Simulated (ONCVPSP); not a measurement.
# What one change does to a pseudopotential (Co (Z = 27), ONCV)

```json
{
  "Element": "Co (Z = 27)",
  "Generator": "ONCVPSP 4.0.1",
  "Type": "optimised norm-conserving Vanderbilt (ONCV)",
  "Functional": "BLYP",
  "Relativity": "scalar-relativistic",
  "Frozen core": "[Ne]",
  "Valence charge": "17",
  "Reference configuration": "3s2 3p6 3d7 4s2",
  "Partial waves": "3s+4s: rc 1.40 bohr, ncon 4, nbas 9, qcut 11.1 1/bohr, 2 projectors; 3p: rc 0.80 bohr, ncon 4, nbas 9, qcut 8.7 1/bohr, 2 projectors, debl 2 Ha; 3d: rc 0.80 bohr, ncon 4, nbas 7, qcut 11.7 1/bohr, local",
  "Local potential": "the d channel",
  "Core correction": "none"
}
```

In the p channel the program set the typed energies aside and used -2.405, 0.250 Ha.

Change: d: rc 0.66.

Cutoffs: the cutoffs (Ha) at which the residual kinetic energy of the hardest occupied pseudo-wave falls to 1 and 0.1 mHa per electron; they do not see the model core or the augmentation charge, which bear on the density cutoff. Errors are all-electron minus pseudo energies relative to the spin-unpolarised reference configuration.

Predict the effect on cutoff, ghosts and configuration errors.

The potential gets harder (256 Ha and 375 Ha → 389 Ha and 503 Ha); a bound ghost appears in s, which as a rule spoils a file; of the 4 tests that both files solve, the error grows in 0 and shrinks in 2 by more than 15 % and 0.3 meV (median size 5.8 → 1.2 meV). A smaller radius makes the pseudo-wave follow the all-electron one further in, where it bends more sharply, so more plane waves are needed.

```tsv
quantity	base	changed
cutoff, loose	256 Ha	389 Ha
cutoff, tight	375 Ha	503 Ha
loose cutoff by channel	s 33 Ha, p 51 Ha, d 256 Ha	s 33 Ha, p 51 Ha, d 389 Ha
bound ghosts	none	s
GHOST(+) flags under 300 eV	s at 137.3 eV, p at 266.6 eV	none
error for 3s2 3p6 3d7 4s1, meV [ΔE 9.04 eV]	-0.3	-0.3
error for 3s2 3p6 3d7 4s0, meV [ΔE 26.02 eV]	+0.6	+0.6
error for 3s2 3p6 3d6 4s0, meV [ΔE 61.89 eV]	-11	-2.2
error for 3s2 3p6 3d5 4s0, meV [ΔE 117.21 eV]	-20	+1.8
s: phases at 1.42 bohr within 0.05 rad from the reference energy up to (Ha; the scan ends near 5)	4.8	to the end of the scan
p: phases at 0.81 bohr within 0.05 rad from the reference energy up to (Ha; the scan ends near 5)	to the end of the scan	to the end of the scan
```

 A true bound ghost makes a file unfit for plane-wave use even where its test errors are small: the radial tests pick states by their node count and pass the ghost by.
